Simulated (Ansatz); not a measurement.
`[SiH3]N([SiH3])[Si]Br` + `O[Si]Cl` → `[SiH3]N([SiH3])[Si]Cl` + `O[Si]Br`  (redistribution)

Isolated molecules relaxed with PBE0-D4/def2-TZVP in Ansatz; ΔE leaves out vibrations. CBS: MP2 limit from def2 TZ/QZ plus the TZ coupled-cluster correction, frozen cores. This one scheme is used for every species. Functionals use def2-TZVPP. For Br outer-core shells are correlated without core-valence functions, which leaves a few kJ/mol of doubt a bond. Scalar relativity is left out up to krypton. Each species was taken in one conformer, which may not be the lowest.

```json
{"species": "`[SiH3]N([SiH3])[Si]Br`", "B2PLYP energy (Eh)": "-3500.34322"}
{"species": "`O[Si]Cl`", "B2PLYP energy (Eh)": "-825.35303"}
{"species": "`[SiH3]N([SiH3])[Si]Cl`", "B2PLYP energy (Eh)": "-1386.65762"}
{"species": "`O[Si]Br`", "B2PLYP energy (Eh)": "-2939.03873"}
```

Work out ΔE.

ΔE = (-1386.65762) + (-2939.03873) − (-3500.34322) − (-825.35303) = -0.00010 Eh = -0.1 kcal/mol. CCSD(T)/CBS gives +0.5 kcal/mol.

Largest T1 diagnostic among the species: 0.014.

Leaving LDA and LC-ωPBE aside and taking each functional with its dispersion term where it has one, the values, not all of them listed here, spread over 0.4 kcal/mol, from BLYP-D4 to PBE-QIDH. At CCSD(T), def2-SVP lies −1.0 kcal/mol from the extrapolated value and def2-TZVPP −0.2 kcal/mol.
